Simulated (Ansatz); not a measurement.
Consider the ligand exchange at the Si–N bond: `O[SiH2]N[SiH](O)O` + `N=CF` → `O[SiH2]/N=C/F` + `N[SiH](O)O`.

Isolated molecules relaxed with PBE0-D4/def2-TZVP in Ansatz; ΔE leaves out vibrations. CCSD(T)/CBS is the MP2 limit (def2-TZVPP, def2-QZVPP) plus CCSD(T) − MP2 in def2-TZVPP, frozen cores. This one scheme is used for every species. One conformer a species, not always the lowest.

`O[SiH2]N[SiH](O)O`:

Cartesian coordinates in Å:
```
O -1.070 1.742 -0.858
Si -0.546 0.352 -1.598
N -0.152 -0.861 -0.448
Si 0.868 -0.609 0.911
O 1.248 0.980 0.951
O 0.015 -1.166 2.199
H -1.929 1.704 -0.434
H -1.594 -0.214 -2.487
H 0.634 0.811 -2.359
H -0.700 -1.708 -0.463
H 2.169 -1.311 0.866
H 0.554 1.604 0.713
H 0.504 -1.326 3.007
```

`N=CF`:

Z-matrix (Å, degrees):
```
C
N 1 1.242
F 1 1.328 2 120.0
H 1 1.092 2 129.8 3 -180.0
H 2 1.016 1 110.6 3 -180.0
```

`O[SiH2]/N=C/F`:

```xyz
9

O     1.250    1.723    0.271
Si    0.333    0.474    0.798
N    -0.678   -0.085   -0.494
C    -0.720   -1.228   -0.956
F    -1.535   -1.542   -1.967
H     0.801    2.463   -0.139
H     1.295   -0.558    1.259
H    -0.589    0.872    1.889
H    -0.157   -2.120   -0.662
```

`N[SiH](O)O`:

Cartesian coordinates in Å:
```
N 0.232 0.308 -1.197
Si -0.404 -0.295 0.276
O -0.780 1.002 1.206
O 0.709 -1.327 0.895
H 0.644 -0.330 -1.860
H -0.242 1.059 -1.674
H -1.649 -1.085 0.229
H -0.135 1.710 1.248
H 1.625 -1.042 0.877
```

| level | ΔE (kJ/mol) |
| --- | --- |
| MP2/def2-QZVPP | 15.9 |
| SCS-MP2/def2-QZVPP | 15.1 |

Task: What does CCSD(T)/CBS give? (An estimate is asked.)

Result: Ansatz gave: +18.7 kJ/mol. The listed levels differ from it by -2.8, -3.6 kJ/mol.

Largest T1 diagnostic among the species: 0.013.

The D4 term adds +7.7 kJ/mol with B3LYP and +4.4 kJ/mol with PBE0; it sums over pairs of atoms, weighted by their polarisabilities, and B3LYP, whose exchange is more repulsive, gets the larger term. In def2-TZVPP, CCSD(T) changes the Hartree–Fock value by +11.2 kJ/mol (the triples alone add +1.1 kJ/mol) and MP2 by +7.9 kJ/mol.

B3LYP here is the variant with VWN-RPA as its local correlation; programs differ in this.
